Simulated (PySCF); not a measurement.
CH7GeNSi2, SMILES [SiH3][C]1=N[SiH2][GeH2]1.

The structure is a stationary point at ωB97X-D3(BJ)/def2-SVP. This is a generated structure with no PubChem entry under its InChIKey; it may be hypothetical.

Level of theory: PySCF with PBE0/def2-TZVP.

Symmetry labels are those of the subgroup Cs that the program uses (full group Cs).

Computed valence orbital energies around the gap with their symmetry:
```
orbital  symmetry  energy (eV)
-------  --------  -----------
HOMO−7         A"       -11.12
HOMO−6         A'       -10.83
HOMO−5         A"       -10.02
HOMO−4         A'        -9.74
HOMO−3         A"        -9.69
HOMO−2         A"        -9.02
HOMO−1         A'        -7.73
HOMO           A'        -6.44
LUMO           A"        -1.47
LUMO+1         A'        -0.41
LUMO+2         A'        -0.24
LUMO+3         A"         0.43
```
